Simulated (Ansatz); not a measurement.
Relaxation of K₄ with RKS B3LYP/def2-TZVP.

```sh
$ ansatz run in.yaml --threads 4 --pin off --events-out ev --progress --plain --max-ram 3916MiB
```

```yaml
crystal:
  periodic: [false, false, false]
  atoms:
    - {symbol: K, position_ang: [-3.566730, -1.447680, -0.970010]}
    - {symbol: K, position_ang: [0.388700, 0.099120, -1.743370]}
    - {symbol: K, position_ang: [-0.380440, -0.097510, 1.687870]}
    - {symbol: K, position_ang: [3.558470, 1.446070, 1.025510]}
basis:
  gaussian: {orbitals: def2-TZVP}
hamiltonian: {xc: {name: B3LYP}}
scf: {lower_state_search: "off"}
output: {orbitals: {seedname: orbitals}}
relax: {f_tol: 0.02, max_steps: 100}
```

It took 13 s on 4 threads of Arm Neoverse V1 on a shared host.

Positions (Å) and forces (eV/Å) at steps 1, 2, 3, 4, 5 of 5:

```xyz
4
step=1 energy=-65300.2826 eV
K    -3.567   -1.448   -0.970   -0.064   -0.026   -0.020
K     0.389    0.099   -1.743    0.087    0.024   -0.335
K    -0.380   -0.098    1.688   -0.086   -0.023    0.349
K     3.558    1.446    1.026    0.063    0.025    0.006
4
step=2 energy=-65300.3021 eV
K    -3.566   -1.448   -0.971   -0.058   -0.024   -0.019
K     0.396    0.101   -1.770    0.074    0.020   -0.283
K    -0.388   -0.100    1.719   -0.073   -0.020    0.296
K     3.559    1.446    1.023    0.057    0.023    0.005
4
step=3 energy=-65300.3598 eV
K    -3.590   -1.458   -0.990   -0.013   -0.005   -0.006
K     0.438    0.113   -1.914    0.012    0.003   -0.046
K    -0.435   -0.113    1.893   -0.013   -0.003    0.052
K     3.587    1.457    1.011    0.013    0.005    0.000
4
step=4 energy=-65300.3607 eV
K    -3.577   -1.453   -0.992   -0.005   -0.002   -0.003
K     0.458    0.119   -1.985   -0.009   -0.003    0.034
K    -0.456   -0.118    1.979    0.008    0.002   -0.032
K     3.575    1.452    0.999    0.006    0.002    0.001
4
step=5 energy=-65300.3622 eV
K    -3.598   -1.461   -1.008   -0.001    0.000    0.000
K     0.439    0.113   -1.947    0.000    0.000    0.000
K    -0.440   -0.113    1.949    0.001    0.000   -0.001
K     3.600    1.462    1.007    0.000    0.000    0.001
```

The restricted singlet is unstable towards broken spin symmetry in Hartree–Fock (as tested in another run); at B3LYP/def2-TZVP this wasn't settled. The structure comes from a short search, and lower isomers may exist.
